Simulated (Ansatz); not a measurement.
Molecule: C₄H₅SSi (charge 0, doublet). It need not be the lowest isomer of its formula. 
Geometry from a B3LYP-D3(BJ)/def2-TZVP (Ansatz, a program for electronic structure) optimisation:
```xyz
11

Si    -2.3448    -0.2469    -0.1356
C     -0.4862    -0.1585    -0.0427
C      0.4031    -1.2924    -0.1577
C      1.6845    -0.8878    -0.0470
S      1.9181     0.7822     0.1896
C      0.2006     1.0132     0.1461
H     -2.8862     1.1221     0.0264
H     -2.8837    -1.1211     0.9332
H     -2.7803    -0.7993    -1.4403
H      0.0805    -2.3117    -0.3099
H     -0.2051     2.0060     0.2630
```
Charge 0, spin multiplicity 2.

Total electronic energies in hartree. Cores are frozen in the correlated levels unless marked. UHF or UKS for open shells. No spin-orbit coupling. Non-relativistic. CBS marks a two-point X^-3 extrapolation of the correlation energy; Hartree-Fock from the larger set. [CCSD(T)-MP2]/basis is that difference in the basis named.

The UHF reference is spin-contaminated (<S^2> 0.36 over the pure value in the largest basis). 

```tsv
level	program	energy (Eh)
PBE/def2-TZVPD	Ansatz	[?]
B3LYP-D3(BJ)/def2-TZVPD	Ansatz + dftd3	[?]
PBE0-D3(BJ)/def2-TZVP	Ansatz + dftd3	-842.65037
r2SCANh/def2-TZVPD	Ansatz	[?]
CAM-B3LYP-D3(BJ)/def2-TZVPD	Ansatz + dftd3	-843.02089
wB97M-V/def2-TZVPD	Ansatz	-842.97801
B2PLYP/def2-TZVPD	Ansatz	-842.69837
MP2/cc-pVTZ	Ansatz	-841.70911
MP2/cc-pV(Q+d)Z	Ansatz	-841.79377
SCS-MP2/cc-pwCVTZ	Ansatz	-841.71971
CCSD/cc-pV(T+d)Z	Ansatz	-841.77882
CCSD/CBS(cc-pV(T+d)Z,cc-pV(Q+d)Z)	Ansatz	-841.8839
CCSD(T)/6-31G*	Ansatz	-841.48360
RI-MP2/CBS(cc-pV(T+d)Z,cc-pV(Q+d)Z)+[CCSD(T)-MP2]/cc-pV(D+d)Z	Ansatz	-841.9449
CCSD(T)/CBS(cc-pV(T+d)Z,cc-pV(Q+d)Z)	Ansatz	-841.9435
```

Problem. Complete the blanks.

Solution. 
- PBE/def2-TZVPD, energy (Eh): -842.56657
- B3LYP-D3(BJ)/def2-TZVPD, energy (Eh): -843.15001
- r2SCANh/def2-TZVPD, energy (Eh): -842.93782
